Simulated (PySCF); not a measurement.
C6H7N2PS.
Cartesian coordinates in Å at the BHandHLYP/6-31G* level; atoms count from 1:
```
atom  x, y, z in Å
N1    -1.268   -3.183    0.841
C2    -1.475   -2.055    0.881
C3    -1.734   -0.625    0.897
P4    -1.294    0.196   -0.728
N5    -1.607    1.801   -0.233
C6     0.519    0.020   -0.665
C7     1.411    0.465    0.367
C8     2.708    0.189    0.102
S9     2.890   -0.623   -1.404
C10    1.197   -0.582   -1.679
H11   -2.794   -0.450    1.061
H12   -1.194   -0.172    1.726
H13   -0.973    2.245    0.409
H14   -1.835    2.421   -0.989
H15    1.094    0.964    1.267
H16    3.567    0.410    0.707
H17    0.783   -1.010   -2.573
```

Level of theory: BHandHLYP/6-31G* geometry optimisation, gas phase (PySCF 2.14.0).

Masses are those of the commonest isotopes; rigid-rotor values at the optimised geometry. The values belong to one conformer with, in the numbering `[N:1]#[C:2][CH2:3][P:4]([NH2:5])[c:6]1[cH:7][cH:8][s:9][cH:10]1`, C2–C3–P4–N5 -175°, C3–P4–N5–H 72° and -155°, C3–P4–C6–C7 -56°.

**Question.** What are A, B and C (MHz)?

**Answer.** Ia = 350.85, Ib = 724.13, Ic = 904.04 u·Å²; 505379 MHz·u·Å²/I gives A = 1440, B = 697.9, C = 559.0 MHz.

**Question.** What kind of rotor is it?

**Answer.** An asymmetric top. Ray's parameter κ = (2B − A − C)/(A − C) = -0.685; −1 is the prolate and +1 the oblate limit.

**Question.** What does the inertial defect say?

**Answer.** Not planar: Δ = Ic − Ia − Ib = -170.94 u·Å². For a rigid frame Δ = −2 Σ m c², so Σ m c² = 85.47 u·Å² lies off the ab plane: 17.05 from hydrogen and 68.42 from heavier atoms. The atom farthest from that plane is 2.10 Å away.

**Question.** Predict some low-J microwave lines.

**Answer.** The dipole components are |μa| = 1.33 D, |μb| = 4.69 D, |μc| = 1.94 D. The squared components, which scale the intensities, stand as 0.08 : 1.00 : 0.17 (a : b : c). Some lines, for components of 0.1 D or more:

```tsv
type	branch	J(Ka,Kc)	MHz	lower level (cm⁻¹)
a	Q	2(1,1) ← 2(1,2)	417	0.146
c	Q	2(1,2) ← 2(0,2)	621	0.125
c	Q	1(1,1) ← 1(0,1)	743	0.042
b	Q	1(1,0) ← 1(0,1)	881	0.042
b	Q	2(1,1) ← 2(0,2)	1038	0.125
a	R	1(0,1) ← 0(0,0)	1257	0.000
b	R	2(0,2) ← 1(1,1)	1754	0.067
b	R	1(1,1) ← 0(0,0)	1999	0.000
c	R	1(1,0) ← 0(0,0)	2138	0.000
c	Q	2(2,1) ← 2(1,1)	2228	0.160
b	Q	2(2,0) ← 2(1,1)	2245	0.160
a	R	2(1,2) ← 1(1,1)	2375	0.067
a	R	2(0,2) ← 1(0,1)	2496	0.042
b	Q	2(2,1) ← 2(1,2)	2644	0.146
a	R	2(1,1) ← 1(1,0)	2653	0.071
b	R	2(1,2) ← 1(0,1)	3117	0.042
c	R	2(1,1) ← 1(0,1)	3534	0.042
b	R	2(2,1) ← 1(1,0)	4880	0.071
c	R	2(2,0) ← 1(1,0)	4898	0.071
c	R	2(2,1) ← 1(1,1)	5019	0.067
b	R	2(2,0) ← 1(1,1)	5037	0.067
```

Not checked by BHandHLYP/6-31G* frequencies. These are rigid-rotor constants of the computed structure; measured ground-state constants (B0) also hold zero-point vibration. A rigid rotor knows nothing of inversion at nitrogen, which can split or shift real lines. Quadrupole hyperfine structure (14N) is left out.

The run took 92 s wall, 10 min CPU on 4 threads of an AMD EPYC 7R43, no GPU, shared host with 256 logical CPUs at a one-minute load of 70, and the process peaked at 1.1 GiB of memory. This is the geometry optimisation.
